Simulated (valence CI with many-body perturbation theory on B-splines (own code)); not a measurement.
## Lu⁴⁹⁺ in brief

Method: relativistic CI+MBPT: four valence electrons over a frozen Dirac-Fock core [Ar], radial functions for each j: 7 s, 7 p, 8 d, 6 f, 4 g, 1 h, with the one-electron correlation potential Σ1, the two-electron term Σ2, the three-electron term Σ3, Breit, model QED; selected CI, second order for the rest, scaled by the run's own slope (own B-spline code, finite nucleus).

No measured spectrum was set against this ion. As an estimate, large intervals hold to a few tenths of a per cent, small ones and those within an open d or f shell to about a per cent. Only levels of the ground parity were solved; by the run's estimate the other parity begins above the list, which can be wrong where configurations are misplaced.

Levels are named by their leading jj configuration (3d3/2^4 stands for four electrons in 3d with j = 3/2), which in mixed levels can hold well under half, so a name can repeat and another be missing.

Rates and lifetimes use the calculated energies. Strong lines usually hold to 10 to 20 %, long lifetimes can be off by a factor of two.

(1) What is the ground level?

(2) How well does LS coupling describe the low levels?

(3) What is the ionisation energy?

## Answers

(1) (3d3/2^4) J=0, composition 60 % 3d4 3P + 26 % 3d4 5D + 14 % 3d4 1S.

(2) Among the lowest 20 levels the leading LS term, summed over configurations, holds 48 % on average. For single configurations the figures are 48 % in LS and 96 % in jj coupling. Terms mix most in the J = 4 level at 507190 cm⁻¹, where the leading one holds 29 %.

(3) 4404.2 eV; NIST lists 4403 ± 4 eV (theoretical).
